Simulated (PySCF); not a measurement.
**Simulated absorption spectrum**

Compound: C6H5N3.
SMILES: `n1n[nH]c2ccccc21`

Method used: TDDFT wB97X-D/def2-SVPD, vertical, gas phase, core orbitals frozen in the response (PySCF). Isolated species at its GFN2-xTB geometry, gas phase.

Computed states:

```
state  E (eV)       f
   S1    5.09  0.0049
   S2    5.13   0.067
   S3    5.52   0.106
   S4    6.88   0.704
   S5    6.92  0.0029
   S6    6.95   0.198
   S7    7.08  0.0030
   S8    7.23  0.0002
```

Broadening: Gaussians 0.3 eV wide at half height, area fixed by f = 4.319×10⁻⁹ ∫ε dν̃. The cross-section is σ = 3.8235×10⁻²¹ ε cm², given in Mb (10⁻¹⁸ cm²). The width is an assumption, not a result. The curve ends short of the highest state used, and states not computed would add to its high-energy end.

Problem. What does the envelope look like, and where are its maxima?

Solution. 
(λ (nm), σ (Mb)): (186.9, 42.95), (189.2, 10.30), (191.5, 1.75), (193.8, 0.22), (196.1, 0.02), (198.4, 0.00), (200.7, 0.00), (203.0, 0.00), (205.3, 0.01), (207.6, 0.08), (209.8, 0.38), (212.1, 1.53), (214.4, 4.69), (216.7, 11.07), (219.0, 20.52), (221.3, 30.27), (223.6, 36.09), (225.9, 35.43), (228.2, 29.57), (230.5, 22.59), (232.8, 18.39), (235.1, 18.37), (237.3, 21.08), (239.6, 24.13), (241.9, 25.01), (244.2, 22.81), (246.5, 18.23), (248.8, 12.83), (251.1, 7.99), (253.4, 4.44), (255.7, 2.21), (258.0, 0.99), (260.3, 0.41), (262.6, 0.15), (264.9, 0.05), (267.1, 0.02)

Maxima: 241 nm (5.14 eV), ε about 6600, made up of S2 (92%); 225 nm (5.52 eV), ε about 9600, made up of S3 (99%) (ε in L mol⁻¹ cm⁻¹; maxima over ε = 5, shares over 10%). At its high-energy end, 6.63 eV, the curve is still rising (ε about 11000, from S4).

Problem. On this curve, what absorbance would a 10⁻³ mol/L sample give at 254 nm over a 1 cm path?

Solution. 254 nm is 4.881 eV, where ε is about 980 L mol⁻¹ cm⁻¹, so A = ε c l ≈ 0.98 (Beer–Lambert, with the gas-phase spectrum and the assumed width).

Problem. What would ε be at 5.52 eV, the highest of these maxima, with half the width (0.15 eV)?

Solution. About 19000 L mol⁻¹ cm⁻¹ against 9580, a factor of about 1.98; a lone state at its own centre would give exactly 2.

Problem. Coming from long wavelengths, where does ε first pass 100 L mol⁻¹ cm⁻¹?

Solution. At about 260 nm (4.76 eV), 0.33 eV below S1.

The run took 46 s on an Arm Neoverse V1 with one thread, no GPU, shared host, and the process peaked at 0.91 GiB of memory.
